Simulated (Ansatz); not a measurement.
Relaxation of C₂H₆AlNSi (11 atoms, charge 0, multiplicity 1), to a largest force component of 0.015 eV/Å in at most 40 steps.

Computed with RKS B3LYP-D4/6-31G* (Ansatz 0.2.0).

```xyz
11
Properties=species:S:1:pos:R:3
C -2.272 -0.408 -0.159
Al -0.370 -0.345 0.205
N 0.755 0.208 1.619
C 2.048 0.325 1.061
Si 1.417 0.142 -0.735
H -2.514 -0.938 -1.091
H -2.830 -0.820 0.689
H -2.640 0.694 -0.324
H 2.957 0.583 1.501
H 1.423 1.457 -1.369
H 2.092 -0.957 -1.379
```

Task: Where does it end, and by what steps?

Result: It converged. After 10 steps the energy has fallen by 2.288 eV; H10 moved furthest, 0.77 Å.

```tsv
step	energy less start (eV)	largest force component (eV/Å)	accepted
0	0.0000	7.611	yes
1	-1.6863	3.633	yes
2	-2.0970	1.092	yes
3	-2.2124	0.521	yes
4	-2.2561	0.451	yes
5	-2.2468	0.605	no
6	-2.2800	0.194	yes
7	-2.2869	0.060	yes
8	-2.2880	0.059	yes
9	-2.2881	0.020	yes
10	-2.2881	0.013	yes
```

```xyz
11
Properties=species:S:1:pos:R:3
C -2.419 -0.385 -0.022
Al -0.483 -0.110 0.076
N 0.615 0.105 1.581
C 1.751 0.302 0.997
Si 1.702 0.224 -0.952
H -2.708 -0.994 -0.887
H -2.796 -0.873 0.885
H -2.940 0.577 -0.116
H 2.652 0.492 1.609
H 2.153 1.481 -1.626
H 2.538 -0.877 -1.523
```

Whether the end is a true minimum wasn't checked by a vibrational analysis.

The run took 31 s on 2 threads of Intel(R) Xeon(R) Platinum 8488C (Sapphire Rapids), with other jobs on the host, peak memory 0.22 GiB.
